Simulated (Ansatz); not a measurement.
Si2Ge3. Total charge 0; singlet. Geometry PBE-D4/def2-SVP; atoms count from 1.

```xyz
5

Si    0.8010    0.8613    0.3036
Si   -0.1518    0.0807    2.1947
Ge   -1.3355   -0.0993   -0.9776
Ge    0.7701    0.8599   -2.0241
Ge   -0.0839   -1.7025    0.5034
```

The restricted singlet is unstable towards broken spin symmetry in Hartree–Fock (as tested in another run); at PBE0-D4/def2-TZVP this wasn't settled. Another isomer (singlet) lies 0.07 eV lower at PBE0-D4/def2-TZVP; other spin states weren't run for this one.

(1) Estimate the Mulliken populations from the PBE0/def2-TZVP orbitals of Ansatz.

(2) And the Mayer bond orders between bonded heavy atoms (over 0.3)?

Results:

(1) 
```csv
atom,charge (e)
Si1,-0.09
Si2,-0.02
Ge3,0.00
Ge4,0.05
Ge5,0.06
```
Mulliken values and Mayer orders depend strongly on the basis.

(2) Si1–Si2 1.25 (2.26 Å); Si1–Ge3 0.66 (2.67 Å); Si1–Ge4 1.22 (2.33 Å); Si1–Ge5 0.57 (2.72 Å); Si2–Ge5 0.96 (2.46 Å); Ge3–Ge4 0.90 (2.54 Å); Ge3–Ge5 0.89 (2.52 Å). Values over 0.3 also appear between atoms too far apart for a bond (Si2–Ge3 0.36 at 3.39 Å; Ge4–Ge5 0.32 at 3.70 Å); they arise where an orbital or an unpaired electron spreads over both atoms.
